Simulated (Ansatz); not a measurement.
C$_{2}$H$_{4}$NSi (`[C]#C[SiH2]N`) radical, charge 0, multiplicity 2.

Problem. Give a relaxed structure at PBE0-D4/def2-TZVP (the Gaussian-basis code of Ansatz). (Best estimate.)

Solution. Ansatz gave: 
Cartesian coordinates in Å:
```
C -2.269 0.612 1.642
C -1.207 0.305 1.138
Si 0.413 -0.166 0.397
N 0.483 -0.056 -1.306
H 0.660 -1.572 0.788
H 1.419 0.758 0.969
H -0.006 -0.727 -1.875
H 0.507 0.847 -1.753
```
Point group Cs.
